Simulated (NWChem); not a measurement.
System: C2H4F2Si; SMILES [SiH2](F)C(F)=C

Here is an NWChem input.

```
start job
memory heap 200 mb stack 900 mb global 1100 mb
geometry units angstroms
  C     -1.723638     0.283903     0.606244
  C     -0.814755    -0.182464    -0.234832
  F     -1.246209    -0.869038    -1.329650
  Si     1.066646    -0.021360    -0.121269
  F      1.321249     0.813123     1.231745
  H     -1.415243     0.828335     1.478775
  H     -2.779648     0.136667     0.450568
  H      1.601834     0.788315    -1.203584
  H      1.705028    -1.312823     0.072833
end
basis spherical
  * library def2-svp
end
dft
  xc xpbe96 cpbe96
  disp vdw 4
  iterations 150
end
driver
  maxiter 120
end
task dft optimize
task dft freq
```

Output (shortened):

```
             Northwest Computational Chemistry Package (NWChem) 7.3.0
             --------------------------------------------------------

 CS  symmetry detected

                             Geometry "geometry" -> ""
                             -------------------------

 Output coordinates in angstroms (scale by  1.889725989 to convert to a.u.)

  No.       Tag          Charge          X              Y              Z
 ---- ---------------- ---------- -------------- -------------- --------------
    1 C                    6.0000    -1.46135859     1.11033852     0.00000000
    2 C                    6.0000    -0.16496589     0.84511918     0.00000000
    3 F                    9.0000     0.70443327     1.89407481     0.00000000
    4 Si                  14.0000     0.67573478    -0.84950265     0.00000000
    5 F                    9.0000    -0.53974734    -1.90517053     0.00000000
    6 H                    1.0000    -2.17178516     0.30528099     0.00000000
    7 H                    1.0000    -1.84147402     2.11859558     0.00000000
    8 H                    1.0000     1.41437287    -1.08186205     1.23031197
    9 H                    1.0000     1.41437287    -1.08186205    -1.23031197

 Effective nuclear repulsion energy (a.u.)     223.7307537852

      Symmetry information
      --------------------

 Group name             Cs
 Group number              2
 Group order               2
 No. of unique centers     8

                                Z-matrix (autoz)
                                --------

 Units are Angstrom for bonds and degrees for angles

[...]

      ----------------------
      Optimization converged
      ----------------------

  Step       Energy      Delta E   Gmax     Grms     Xrms     Xmax
  ---- ---------------- -------- -------- -------- -------- --------
@    5    -567.07324392 -7.9D-07  0.00017  0.00005  0.00050  0.00137
                                     ok       ok       ok       ok

                                Z-matrix (autoz)
                                --------

 Units are Angstrom for bonds and degrees for angles

[...]

 Rotational Constants
 --------------------
 A=   0.238410 cm-1  (  0.343011 K)
 B=   0.087795 cm-1  (  0.126314 K)
 C=   0.065698 cm-1  (  0.094523 K)

 Temperature                      =   298.15K
 frequency scaling parameter      =   1.0000

 Zero-Point correction to Energy  =   33.164 kcal/mol  (  0.052850 au)
 Thermal correction to Energy     =   37.070 kcal/mol  (  0.059075 au)
 Thermal correction to Enthalpy   =   37.662 kcal/mol  (  0.060018 au)

 Total Entropy                    =   78.771 cal/mol-K
   - Translational                =   39.516 cal/mol-K (mol. weight =  94.0050)
   - Rotational                   =   26.552 cal/mol-K (symmetry #  =        1)
   - Vibrational                  =   12.703 cal/mol-K

 Cv (constant volume heat capacity) =   21.143 cal/mol-K
   - Translational                  =    2.979 cal/mol-K
   - Rotational                     =    2.979 cal/mol-K
   - Vibrational                    =   15.184 cal/mol-K

[normal modes left out]

 ----------------------------------------------------------------------------
 Normal Eigenvalue ||           Projected Infra Red Intensities
  Mode   [cm**-1]  || [atomic units] [(debye/angs)**2] [(KM/mol)] [arbitrary]
 ------ ---------- || -------------- ----------------- ---------- -----------
    1       -0.000 ||    0.000002           0.000         0.002       0.000
    2       -0.000 ||    0.000001           0.000         0.001       0.000
    3       -0.000 ||    0.000005           0.000         0.004       0.001
    4        0.000 ||    0.000002           0.000         0.002       0.001
    5        0.000 ||    0.000003           0.000         0.003       0.001
    6        0.000 ||    0.000000           0.000         0.000       0.000
    7       77.965 ||    0.003412           0.079         3.327       0.986
    8      137.260 ||    0.004539           0.105         4.425       1.312
    9      302.800 ||    0.000963           0.022         0.939       0.278
   10      316.126 ||    0.000181           0.004         0.177       0.052
   11      381.396 ||    0.019718           0.455        19.222       5.699
   12      634.981 ||    0.007144           0.165         6.965       2.065
   13      655.029 ||    0.083114           1.918        81.023      24.022
   14      686.230 ||    0.003725           0.086         3.632       1.077
   15      744.424 ||    0.000442           0.010         0.431       0.128
   16      828.205 ||    0.030412           0.702        29.648       8.790
   17      856.259 ||    0.045429           1.048        44.287      13.130
   18      893.676 ||    0.238860           5.511       232.853      69.036
   19      909.629 ||    0.023526           0.543        22.934       6.799
   20      941.387 ||    0.141294           3.260       137.741      40.837
   21     1197.169 ||    0.071318           1.645        69.524      20.612
   22     1317.686 ||    0.007225           0.167         7.043       2.088
   23     1651.092 ||    0.037938           0.875        36.984      10.965
   24     2190.476 ||    0.089049           2.054        86.809      25.737
   25     2197.848 ||    0.124166           2.865       121.044      35.887
   26     3089.769 ||    0.001467           0.034         1.430       0.424
   27     3200.157 ||    0.000245           0.006         0.239       0.071
 ----------------------------------------------------------------------------
```

Level: PBE-D3(BJ)/def2-SVP.
